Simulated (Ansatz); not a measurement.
`[SiH3]C(Cl)Cl` + `N1[SiH2]P1` → `[SiH3]N1[SiH2]P1` + `ClCCl` at 400 K and 1 bar (ligand exchange at the Si–C bond).

Program: Ansatz. Geometries: PBE0-D4/def2-TZVP. ΔE: electronic, gas phase. CCSD(T)/CBS is the MP2 limit (def2-TZVPP, def2-QZVPP) plus CCSD(T) − MP2 in def2-TZVPP, frozen cores. This one scheme is used for every species.

```csv
species,CCSD(T)/CBS energy (Eh),H − E (kJ/mol),S (J/(mol·K))
`[SiH3]C(Cl)Cl`,-1249.07910,143.4,356.3
`N1[SiH2]P1`,-687.10203,131.1,305.6
`[SiH3]N1[SiH2]P1`,-977.41004,182.7,379.9
`ClCCl`,-958.80256,94.9,286.0
```

H − E and S are ideal-gas, rigid-rotor, harmonic terms from PBE0-D4/def2-TZVP, for one conformer and one mirror image of each species. 1 Eh = 2625.50 kJ/mol, R = 8.31446 J/(mol·K).

Problem. By hand: ΔE, ΔH, ΔS and ΔG.

Solution. ΔE = (-977.41004) + (-958.80256) − (-1249.07910) − (-687.10203) = -0.03147 Eh = -82.6 kJ/mol. Δ(H − E) = 182.7 + 94.9 − 143.4 − 131.1 = 3.1, so ΔH = -79.5 kJ/mol. ΔS = 379.9 + 286.0 − 356.3 − 305.6 = 4.0 J/(mol·K). ΔG = -79.5 − 400 × (4.0)/1000 = -81.1 kJ/mol.

Problem. By hand: the equilibrium constant, and the temperature at which ΔG would vanish if ΔH and ΔS stayed fixed.

Solution. log₁₀ K = −ΔG/(RT ln 10) = 10.6. ΔH and −TΔS have one sign here, so there is no such temperature.

The number of gas molecules stays the same, so ΔS is small and ΔH decides. A doubt of 5 kJ/mol in ΔE shifts log₁₀ K by 0.7 here. Other conformers and mirror images would add mixing entropy, several J/(mol·K) or more a flexible species. These are equilibria of isolated gas molecules and say nothing of rates. Largest T1 diagnostic: 0.015 (customary marks: 0.02 for closed shells, 0.045 for open ones).

ΔS is within the doubt of such terms, so its sign, and with it that verdict, could turn.
